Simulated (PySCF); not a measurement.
Cl$_{3}$NbO, singlet, geometry from GFN2-xTB (such geometries of metal compounds can be far from the true shape) (all electrons, no relativity), with bond 2-1 at 2.0 times its length. Base run: HF/3-21G in PySCF.

The PySCF input:
```python
from pyscf import gto, scf

mol = gto.M(
    atom='''
Nb    0.24007063   -0.10404666   -0.12692450
O     3.01027593   -1.30465424   -1.59152232
Cl    0.67383078    0.90501679    1.77581036
Cl   -0.80064917    1.36296239   -1.38848845
Cl   -1.21696291   -1.68558407    0.32313055
''',
    basis='3-21g',
    verbose=4,
)

mf = scf.RHF(mol)
mf.kernel()
```

Each row names what was changed in the base input (with any setting that the change needs).

```json
[
 {"change": "base", "ΔE vs base (mEh)": "0.000", "outcome": "converged"},
 {"change": "level_shift = 0.1 (with mf.max_cycle = 100)", "ΔE vs base (mEh)": "13.068", "outcome": "another SCF solution"},
 {"change": "conv_tol = 1e-11", "ΔE vs base (mEh)": "-", "outcome": "not converged"},
 {"change": "init_guess = 1e", "ΔE vs base (mEh)": "0.000", "outcome": "converged"},
 {"change": "conv_tol = 1e-6", "ΔE vs base (mEh)": "0.000", "outcome": "converged"},
 {"change": "solver = newton", "ΔE vs base (mEh)": "-275.6", "outcome": "another SCF solution"},
 {"change": "diis_space = 20", "ΔE vs base (mEh)": "0.000", "outcome": "converged"},
 {"change": "solver = newton; init_guess = 1e", "ΔE vs base (mEh)": "-275.6", "outcome": "another SCF solution"},
 {"change": "conv_tol = 1e-12", "ΔE vs base (mEh)": "-", "outcome": "not converged"},
 {"change": "conv_tol_grad = 1e-7", "ΔE vs base (mEh)": "-", "outcome": "not converged"},
 {"change": "DIIS = EDIIS", "ΔE vs base (mEh)": "-", "outcome": "not converged"},
 {"change": "init_guess = sap", "ΔE vs base (mEh)": "-", "outcome": "not converged"},
 {"change": "DIIS = ADIIS", "ΔE vs base (mEh)": "-", "outcome": "not converged"}
]
```

A guess, shift, damping, solver or small numerical setting can't move a converged solution much, so rows marked as another SCF solution ended in a different state.
